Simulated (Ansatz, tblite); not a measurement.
Cost and result up the ladder for Cu2F⁺ (3 atoms). Total charge 1; singlet. Geometry: PBE-D4/def2-TZVP.

```xyz
3

Cu    1.4225    0.3018   -1.1724
Cu   -1.4249   -0.2955    1.1710
F     0.0024   -0.0063    0.0014
```

Ansatz on 4 threads of Arm Neoverse N1 on a shared host; xTB runs through tblite on one thread. Times are rough, summed over both states, and most runs start from the orbitals of an earlier one. CCSD(T)/def2-TZVPP serves as the yardstick here, not as an exact answer. The other state is a triplet at its own geometry.

The xTB rows come from tblite. B3LYP takes the VWN-RPA correlation. Correlated methods freeze 19 core orbitals. The structure comes from a short search, and lower isomers may exist.

Run but left out: HF/STO-3G (triplet: ⟨S²⟩ 4.01, where a pure state has 2.00).

Second-order perturbation terms are unreliable where d shells bring near-degenerate states, and here B2PLYP/def2-TZVP, MP2/def2-TZVP lie more than 0.4 eV from the median of the functionals without such a term.

Correlated methods converge slowly with the basis.

xTB has no spin-polarisation term.

| level | functions | wall time | triplet − singlet (eV) | difference from CCSD(T)/def2-TZVPP (eV) | remarks |
| --- | --- | --- | --- | --- | --- |
| GFN1-xTB | 22 | 0.006 s | 2.56 | -0.10 | – |
| GFN2-xTB | 22 | 0.007 s | 5.21 | 2.55 | – |
| MP2/def2-TZVP | 121 | 4.6 s | 3.44 | 0.78 | – |
| PBE-D4/def2-TZVP | 121 | 4.8 s | 1.96 | -0.70 | – |
| revPBE-D4/def2-TZVP | 121 | 4.9 s | 1.95 | -0.70 | – |
| B3LYP-D4/def2-TZVP | 121 | 8.1 s | 2.51 | -0.15 | – |
| RPA@PBE/def2-TZVP | 121 | 8.4 s | 1.95 | -0.71 | – |
| B2PLYP/def2-TZVP | 121 | 13 s | 2.83 | 0.17 | test for broken spin undecided (singlet) |
| BHLYP-D4/def2-TZVP | 121 | 13 s | 2.08 | -0.58 | – |
| r2SCAN-D4/def2-TZVP | 121 | 21 s | 2.02 | -0.64 | – |
| PBE0-D4/def2-TZVP (with forces) | 121 | 22 s | 2.47 | -0.18 | – |
| ωB97M-V/def2-TZVP | 121 | 26 s | 2.81 | 0.15 | – |
| CCSD(T)/def2-TZVPP | 159 | 63 s | 2.66 | 0.00 | – |
